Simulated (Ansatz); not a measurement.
Ge₉H₁₆, a cluster cut from cubic germanium, 25 atoms. Hardware: 2 threads of AMD EPYC 7R13 on a shared host and a share (18 GiB) of an NVIDIA H100 80GB HBM3.

Single mean-field runs in def2-TZVP are fitted with def2-universal-jkfit.

How many basis functions does each of these Ansatz runs have, and roughly what does it cost? PBE-D4/def2-SVP, charge 0 singlet, energy, from earlier orbitals; PBE-D4/def2-TZVP, charge 1 doublet at the geometry of the charge 0 singlet, energy, from earlier orbitals; PBE-D4/def2-TZVP, charge 0 singlet, energy, from earlier orbitals; r2SCAN-D4/def2-SVP, charge 0 singlet, relaxation, 5 steps; PBE0-D4/def2-TZVP, charge 1 doublet at the geometry of the charge 0 singlet, energy; r2SCAN-D4/def2-TZVP, charge 0 singlet, energy and forces, from earlier orbitals; PBE0-D4/def2-TZVP, charge -1 doublet at the geometry of the charge 0 singlet, energy; PBE0-D4/def2-SVP, charge 0 singlet, energy, from earlier orbitals; PBE0-D4/def2-TZVP, charge 0 triplet at the geometry of the charge 0 singlet, energy; PBE0-D4/def2-TZVP, charge 0 singlet, energy, from earlier orbitals; PBE-D4/def2-TZVP, charge 0 triplet at the geometry of the charge 0 singlet, energy, from earlier orbitals; PBE-D4/def2-TZVP, charge -1 doublet at the geometry of the charge 0 singlet, energy, from earlier orbitals.

Other jobs shared the machine, so times can vary by a factor of up to 3.

| run | functions | fitting or Cholesky vectors | wall time | peak host memory (GiB) |
| --- | --- | --- | --- | --- |
| PBE0-D4/def2-TZVP, charge 0 singlet, energy, from earlier orbitals | 528 | 2682 | 7 s | 1 |
| PBE-D4/def2-SVP, charge 0 singlet, energy, from earlier orbitals | 368 | 4087 | 9 s | 1 |
| PBE-D4/def2-TZVP, charge 0 singlet, energy, from earlier orbitals | 528 | 2682 | 9.5 s | 0.99 |
| r2SCAN-D4/def2-TZVP, charge 0 singlet, energy and forces, from earlier orbitals | 528 | 2682 | 10 s | 1.1 |
| PBE0-D4/def2-SVP, charge 0 singlet, energy, from earlier orbitals | 368 | 3660 | 12 s | 1 |
| PBE-D4/def2-TZVP, charge -1 doublet at the geometry of the charge 0 singlet, energy, from earlier orbitals | 528 | 2682 | 14 s | 1.1 |
| PBE0-D4/def2-TZVP, charge -1 doublet at the geometry of the charge 0 singlet, energy | 528 | 2682 | 15 s | 1.2 |
| PBE-D4/def2-TZVP, charge 0 triplet at the geometry of the charge 0 singlet, energy, from earlier orbitals | 528 | 2682 | 15 s | 1.1 |
| PBE-D4/def2-TZVP, charge 1 doublet at the geometry of the charge 0 singlet, energy, from earlier orbitals | 528 | 2682 | 16 s | 1.1 |
| PBE0-D4/def2-TZVP, charge 1 doublet at the geometry of the charge 0 singlet, energy | 528 | 2682 | 18 s | 1.2 |
| PBE0-D4/def2-TZVP, charge 0 triplet at the geometry of the charge 0 singlet, energy | 528 | 2682 | 21 s | 1.2 |
| r2SCAN-D4/def2-SVP, charge 0 singlet, relaxation, 5 steps | 368 | 4087 | 33 s | 1.1 |
